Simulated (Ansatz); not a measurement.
CH$_{9}$BSi$_{3}$, SMILES `C[SiH2][SiH]1B[SiH2]1`. The species carries charge 0 and has multiplicity 1. The geometry is a stationary point of PBE0-D4/def2-TZVP. It is one conformer, not always the lowest.

```xyz
14

C    -1.492    1.567   -0.130
Si   -0.981    0.112   -1.192
Si    1.215   -0.599   -0.800
B     2.304   -0.286    0.720
Si    0.916   -1.100    1.702
H    -1.493    1.312    0.930
H    -0.808    2.405   -0.278
H    -2.499    1.890   -0.406
H    -1.004    0.511   -2.629
H    -1.930   -1.025   -1.038
H     1.760   -1.326   -1.985
H     3.464   -0.533    0.821
H     1.054   -2.243    2.645
H    -0.507   -0.684    1.642
```

Q: What is the dipole moment at r2SCAN/def2-TZVPP? (An estimate is asked.)

A: The calculation gave: 1.36 D, with components (-1.26, 0.45, 0.22) D in this frame, pointing from negative to positive charge.

Q: And with PBE, B3LYP, ωB97M-V? (Best estimate.)

A: Computed: PBE 1.37 D, B3LYP 1.32 D, ωB97M-V 1.36 D.

Q: Give the Mulliken charges with r2SCAN, PBE, ωB97M-V in def2-TZVPP. (An estimate is asked.)

A: Computed: 
```
atom  r2SCAN    PBE  ωB97M-V
  C1   -0.30  -0.35    -0.44
 Si2    0.21   0.15     0.14
 Si3    0.07  -0.01    -0.04
  B4   -0.05   0.04    -0.07
 Si5    0.13   0.02     0.00
  H6    0.09   0.11     0.12
  H7    0.09   0.11     0.13
  H8    0.08   0.11     0.13
  H9   -0.07  -0.05    -0.02
 H10   -0.06  -0.05    -0.01
 H11   -0.07  -0.05    -0.01
 H12    0.03   0.04     0.11
 H13   -0.06  -0.04    -0.01
 H14   -0.07  -0.04    -0.02
```

B3LYP here is the variant with VWN-RPA as its local correlation; programs differ in this.
